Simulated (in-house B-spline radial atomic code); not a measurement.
Inner-shell binding energies (edges) and X-ray emission energies of free atoms and ions, as differences of relaxed hole-state energies with first-order Breit, QED and recoil terms, without correlation or multiplet splittings, in NIST's listed ground configurations. For neutral atoms such line energies lie within some 1 to 5 eV of tabulated X-ray lines (up to 20 eV for the heaviest). K = 1s, L1 = 2s, L2 = 2p1/2, L3 = 2p3/2, M3 = 3p3/2, M4 = 3d3/2, M5 = 3d5/2. A dash marks a subshell that is part filled or wasn't run, or a line left out. Computed with a B-spline radial code for spherical atoms: Dirac-Hartree-Fock, average of the configuration, finite nuclei.

| ion | configuration | L1 edge (eV) | M5 edge (eV) | K-L3 (eV) | K-M3 (eV) | L2-M4 (eV) |
| --- | --- | --- | --- | --- | --- | --- |
| Pd | [Kr] 4d10 | 3615.72 | 339.92 | 21175.5 | 23815.5 | 2991.38 |
| Ag+ | [Kr] 4d10 | 3829.35 | 383.6 | 22161.3 | 24939 | 3152.06 |
| Cd2+ | [Kr] 4d10 | ? | ? | ? | ? | ? |
| In3+ | [Kr] 4d10 | 4284.25 | 483.16 | 24208.2 | 27272.3 | 3488.33 |
| Sn4+ | [Kr] 4d10 | ? | ? | ? | ? | ? |
| Sb5+ | [Kr] 4d10 | 4774.71 | 597.12 | 26357.5 | 29723 | 3845.05 |
| Te6+ | [Kr] 4d10 | 5033.15 | 659.18 | 27471.2 | 30992.9 | 4031.28 |
| I7+ | [Kr] 4d10 | 5300.44 | 724.52 | 28611.3 | 32293.1 | 4222.87 |

Fill in the row of Cd2+.

L1 edge (eV): 4052.3; M5 edge (eV): 431.48; K-L3 (eV): 23172.1; K-M3 (eV): 26091.1; L2-M4 (eV): 3317.68.

Fill in the row of Sn4+.

L1 edge (eV): 4525.07; M5 edge (eV): 538.42; K-L3 (eV): 25269.9; K-M3 (eV): 28482.8; L2-M4 (eV): 3664.1.
